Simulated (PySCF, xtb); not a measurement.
B(H)(vinyl)(OH) (C2H5BO), SMILES C=CBO. The values are those of a single conformer.

Harmonic wavenumbers (cm⁻¹) from GFN2-xTB run with xtb 6.7.1 at its own minimum, in rising order: 89, 254, 432, 448, 699, 836, 863, 932, 948, 1041, 1056, 1122, 1274, 1332, 1418, 1663, 2626, 2987, 3071, 3107, 3575.

**Question.** What does PBE0-D3(BJ)/def2-SVP run with PySCF give at its own minimum? (Estimate from the structure and the level; the computed values follow.)

**Answer.** 117, 252, 464, 498, 711, 888, 901, 985, 1014, 1047, 1083, 1196, 1280, 1387, 1453, 1701, 2603, 3125, 3147, 3243, 3884. Paired by order, the mean absolute difference is 60 cm⁻¹ and the zero-point energies are 42.6 and 44.3 kcal/mol.
